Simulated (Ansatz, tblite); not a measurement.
Removing an electron: BCl2(CCH) (C₂HBCl₂). The state is a singlet with charge 0. Geometry: B3LYP-D4/def2-SVP. Ansatz, gas phase; energy differences of separate SCF runs; the oxidised species was run as a doublet alone.

```xyz
6

B    -0.395   -0.332    0.910
Cl   -2.081   -0.037    1.304
Cl    0.623   -1.187    2.059
C     0.176    0.147   -0.407
C     0.635    0.534   -1.466
H     1.042    0.875   -2.401
```

The xTB rows come from tblite. HSE06 is defined as in plane-wave codes, on full-range PBE exchange. Correlated methods freeze 13 core orbitals.

```csv
level,−HOMO (eV),vertical IE (eV),−LUMO (eV),HOMO–LUMO gap (eV)
GFN1-xTB,12.75,15.37,8.33,4.42
GFN2-xTB,11.77,14.75,8.11,3.65
HF/def2-TZVPP,–,9.76,–,–
PBE-D4/def2-TZVP,7.30,10.27,3.24,4.05
revPBE-D4/def2-TZVP,7.24,10.24,3.15,4.09
r2SCAN-D4/def2-TZVP,7.58,10.43,3.05,4.53
PBE0-D4/def2-TZVP,8.59,10.70,2.40,6.20
HSE06-D4/def2-TZVP,8.19,10.67,2.78,5.41
BHLYP-D4/def2-TZVP,9.69,10.79,1.34,8.35
ωB97X-V/def2-TZVP,10.98,11.00,0.23,10.76
ωB97M-V/def2-TZVP,10.83,10.95,0.32,10.51
MP2/def2-TZVPP,–,11.46,–,–
CCSD/def2-TZVPP,–,11.03,–,–
CCSD(T)/def2-TZVPP,–,11.11,–,–
```

Relaxing the oxidised species (B3LYP-D4/def2-SVP) changes its energy by -0.03 eV at PBE-D4/def2-TZVP, so the adiabatic ionisation energy to this nearest minimum is 10.24 eV. At PBE0-D4/def2-TZVP it is 10.62 eV.   Raw xTB energy differences between charge states are shifted by several eV; the methods need an empirical correction for them.
